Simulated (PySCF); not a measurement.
C₂H₇NOSi₂, SMILES CC1=N[SiH2]O[SiH2]1. Atoms are numbered in the order given.

```xyz
13

C      0.6726     2.5165     0.0000
C      0.3887     1.0414     0.0000
N      1.3297     0.1681     0.0000
Si     0.7709    -1.5135     0.0000
O     -0.9074    -1.3314     0.0000
Si    -1.3925     0.2747     0.0000
H      0.2162     2.9937     0.8847
H      0.2162     2.9937    -0.8847
H      1.7565     2.7016     0.0000
H      1.2338    -2.2222     1.2197
H      1.2338    -2.2222    -1.2197
H     -2.1849     0.6130     1.2150
H     -2.1849     0.6130    -1.2150
```
Charge 0, spin multiplicity 1.

Geometry optimised at B3LYP-D3(BJ)/def2-SVP. This is a generated structure with no PubChem entry under its InChIKey; it may be hypothetical.

All values below come from CAM-B3LYP/def2-TZVP run with PySCF.

Symmetry labels are those of the subgroup Cs that the program uses (full group Cs).

Computed valence orbital energies around the gap with their symmetry:
```json
[
 {"orbital": "HOMO−7", "symmetry": "A\"", "energy (eV)": "-12.98"},
 {"orbital": "HOMO−6", "symmetry": "A'", "energy (eV)": "-12.84"},
 {"orbital": "HOMO−5", "symmetry": "A'", "energy (eV)": "-12.20"},
 {"orbital": "HOMO−4", "symmetry": "A\"", "energy (eV)": "-11.55"},
 {"orbital": "HOMO−3", "symmetry": "A'", "energy (eV)": "-11.00"},
 {"orbital": "HOMO−2", "symmetry": "A\"", "energy (eV)": "-10.59"},
 {"orbital": "HOMO−1", "symmetry": "A\"", "energy (eV)": "-9.93"},
 {"orbital": "HOMO", "symmetry": "A'", "energy (eV)": "-8.28"},
 {"orbital": "LUMO", "symmetry": "A\"", "energy (eV)": "0.16"},
 {"orbital": "LUMO+1", "symmetry": "A'", "energy (eV)": "0.92"},
 {"orbital": "LUMO+2", "symmetry": "A'", "energy (eV)": "1.61"},
 {"orbital": "LUMO+3", "symmetry": "A'", "energy (eV)": "1.82"}
]
```
